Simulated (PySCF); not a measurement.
# A search over the determinants of SbO

Unrestricted PBE0; Sb cc-pVTZ-PP with ECP28, O cc-pVTZ; scalar-relativistic core potentials (PySCF 2.14). Outer shells of the fragments: Sb 4d10 5s2 5p3; O 2s2 2p4.

Followed along the bond (rough minima from three points):

```csv
2Ms+1,unpaired,⟨S²⟩ at the start,R at minimum (Å),Te (eV)
2,π ↑,0.91,1.82,0.00
4,π ↑↑↑,3.76,none in the scan,≤ 1.61
2,π ↑↑↓,1.76,none in the scan,≤ 1.97
6,"σ ↑↑, π ↑↑↑",8.76,none in the scan,≤ 6.03
```

Solutions found at the starting distance of 1.965 Å, counted from the lowest of them; the search is not exhaustive and high or unbound solutions are not listed, so other states can lie among these:

```csv
2Ms+1,unpaired,term,E (eV),⟨S²⟩,⟨Lz²⟩,μ (D)
2,π ↑,²Π,0.00,0.91,1.02,-3.69
4,π ↑↑↑,⁴Π,1.27,3.76,1.00,-1.59
2,π ↑↑↓,mixed,1.63,1.76,3.03,-1.61
4,"σ ↑, π ↑↑",⁴Σ⁻,2.19,3.76,0.00,-2.75
2,"σ ↓, π ↑↑",mixed,2.56,1.76,0.00,-2.72
2,π ↑,mixed,2.84,0.75,3.01,-1.60
2,σ ↑,mixed,3.07,1.15,0.00,-2.54
4,"σ ↑, π ↑↑",mixed,4.23,3.76,2.01,-1.08
4,"σ ↑, π ↑↑",mixed,4.60,3.76,2.01,-1.24
2,"σ ↓, π ↑↑",mixed,4.74,1.77,2.01,-1.01
```

A term symbol is given only where ⟨S²⟩ and ⟨Lz²⟩ are close to those of a pure state; real π, δ and φ orbitals otherwise mix terms. A positive dipole means Sb(−)O(+).

Spin–orbit coupling is left out. Counting both spins, an empty level lies below a filled one in some of these solutions, because spin and occupation are held.
